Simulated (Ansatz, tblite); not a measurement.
Cost and result up the ladder for K₆S₃ (the lowest singlet isomer of a short search) (9 atoms). Total charge 0; singlet. Geometry: r2SCAN-D4/def2-SVP.

```xyz
9

K    -2.507    2.132    3.089
K     1.369    0.153    1.743
K     0.623    0.906   -1.922
K    -3.354    2.853   -0.881
K    -2.036   -1.200    0.182
K     3.162   -3.680   -1.423
S     2.841   -0.841   -0.745
S     0.936   -1.966   -0.593
S    -1.035    1.643    0.550
```

Ansatz on 4 threads of Arm Neoverse N1 on a shared host; xTB runs through tblite on one thread. Times are rough, summed over both states, and most runs start from the orbitals of an earlier one. No level here is sound enough to serve as a yardstick. The other state is a triplet.

The xTB rows come from tblite. HOMO above LUMO, or a gap near zero within one spin, warns that the state may not be the lowest or that an electron is smeared out. The structure comes from a short search, and lower isomers may exist.

xTB has no spin-polarisation term.

| level | functions | vertical triplet (eV) | remarks |
| --- | --- | --- | --- |
| PBE0-D4/def2-TZVP | 309 | 0.23 | restricted SCF unstable in HF (singlet) |
| GFN2-xTB | 51 | 1.01 | – |
| PBE-D4/def2-TZVP (with forces) | 309 | 0.33 | gap within one spin near zero (triplet), restricted SCF unstable in HF (singlet) |
| GFN1-xTB | 51 | 1.02 | – |

Question: Estimate how long each takes.

Answer: GFN1-xTB 0.031 s; GFN2-xTB 0.076 s; PBE-D4/def2-TZVP (with forces) 82 s; PBE0-D4/def2-TZVP 3.5 min. On shared hardware such times vary by a factor of up to 3.
